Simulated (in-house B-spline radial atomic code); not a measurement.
**Ionising the europium ion Eu²⁺ with different functionals**

Computed with a radial B-spline atomic code at the basis-set limit: scalar-relativistic (spin-free X2C) Hamiltonian, Fermi nucleus of rms radius 5.1115 fm, spin-polarised at highest spin, spherical fractional occupations for the functionals, and exact exchange of hybrids averaged over the configuration. The ionisation energy is the difference of two self-consistent energies, [Xe] 4f7 → [Xe] 4f6, without Breit or QED terms; ε is the level of the shell that loses the electron (its least bound occupied spin orbital). There is no spin-orbit coupling in this Hamiltonian.

```json
{"method": "PBE0", "rung": "global hybrid", "ΔSCF (eV)": "25.42", "-ε(4f) (eV)": "20.27"}
{"method": "B3LYP", "rung": "global hybrid", "ΔSCF (eV)": "25.49", "-ε(4f) (eV)": "19.71"}
{"method": "TPSSh", "rung": "global hybrid", "ΔSCF (eV)": "25.61", "-ε(4f) (eV)": "18.54"}
{"method": "BHandHLYP", "rung": "global hybrid", "ΔSCF (eV)": "24.65", "-ε(4f) (eV)": "22.79"}
{"method": "r2SCAN0", "rung": "global hybrid", "ΔSCF (eV)": "25.60", "-ε(4f) (eV)": "20.43"}
{"method": "B97-1", "rung": "global hybrid", "ΔSCF (eV)": "?", "-ε(4f) (eV)": "?"}
{"method": "HSE06", "rung": "range-separated hybrid", "ΔSCF (eV)": "?", "-ε(4f) (eV)": "?"}
{"method": "wB97X", "rung": "range-separated hybrid", "ΔSCF (eV)": "25.24", "-ε(4f) (eV)": "22.52"}
{"method": "CAM-B3LYP", "rung": "range-separated hybrid", "ΔSCF (eV)": "25.38", "-ε(4f) (eV)": "21.62"}
{"method": "LC-wPBE", "rung": "range-separated hybrid", "ΔSCF (eV)": "25.57", "-ε(4f) (eV)": "22.66"}
```

(1) What does B97-1 give?

(2) What does HSE06 give?

(3) Among the functionals, which spreads more, the ΔSCF values or the orbital energies?

(4) How do they compare with the NIST value?

## Answers

(1) ΔSCF 25.42 eV, and -ε(4f) = 19.76 eV.

(2) ΔSCF 25.37 eV, and -ε(4f) = 19.81 eV.

(3) The orbital energies: ΔSCF values span about 0.96 eV and the orbital energies 4.25 eV; here energy differences depend much less on the functional than eigenvalues do.

(4) NIST lists 24.84 eV ± 0.03 (semi-empirical, ground level to ground level). Errors run from -0.19 to +0.77 eV; BHandHLYP is closest (-0.19 eV), but part of that can be cancellation, since the calculations leave out spin-orbit coupling, Breit-QED terms, multiplet and fine-structure energies.
